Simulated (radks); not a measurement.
Valence configurations of Hg III (all share [Xe]). Method: scalar-relativistic Kohn-Sham, SCAN, spin-polarised, spherical densities, finite nucleus; open shells are filled with parallel spins first (spin-orbit coupling, left out, can overturn this in heavy ions); meta-GGA in the generalised Kohn-Sham scheme; Fermi nuclear charge, rms radius 5.4648 fm; computed with a radial shooting solver on a logarithmic mesh with Libxc functionals. Energies are relative to 4f14 5d10; eigenvalues in eV for spin up.

4f14 5d10: E (eV) 0.000; moment (Bohr magnetons) 0; e(4f) -116.01; e(5d) -29.030
4f14 5d9.5 6s0.5: E (eV) 2.923; moment (Bohr magnetons) 1; e(4f) -118.18; e(5d) -30.772; e(6s) -24.506
4f14 5d9 6s1: E (eV) 5.698; moment (Bohr magnetons) 2; e(4f) -120.33; e(5d) -32.426; e(6s) -25.665
4f14 5d9 6p1: E (eV) 15.228; moment (Bohr magnetons) 2; e(4f) -122.01; e(5d) -34.008; e(6p) -17.147
4f14 5d8.5 6s0.5 6p1: E (eV) 18.272; moment (Bohr magnetons) 3; e(4f) -124.15; e(5d) -35.661; e(6p) -18.053; e(6s) -27.982
4f13 5d10 6s1: E (eV) 99.342; moment (Bohr magnetons) 2; e(4f) -133.41; e(5d) -33.717; e(6s) -25.883
4f13 5d9.5 6s1.5: E (eV) 104.00; moment (Bohr magnetons) 2; e(4f) -135.74; e(5d) -35.453; e(6s) -26.467
4f13 5d10 6p1: E (eV) 108.96; moment (Bohr magnetons) 2; e(4f) -135.12; e(5d) -35.326; e(6p) -17.222
4f13 5d9.5 6s0.5 6p1: E (eV) 113.00; moment (Bohr magnetons) 3; e(4f) -137.35; e(5d) -37.060; e(6p) -18.158; e(6s) -28.188
4f12 5d10 6s2: E (eV) 213.67; moment (Bohr magnetons) 2; e(4f) -151.66; e(5d) -38.614; e(6s) -27.287

NIST lists [Xe] 4f14 5d10 as the ground configuration; this level of theory agrees among the configurations tried. The energies are those of spherical high-spin densities, not of single terms.
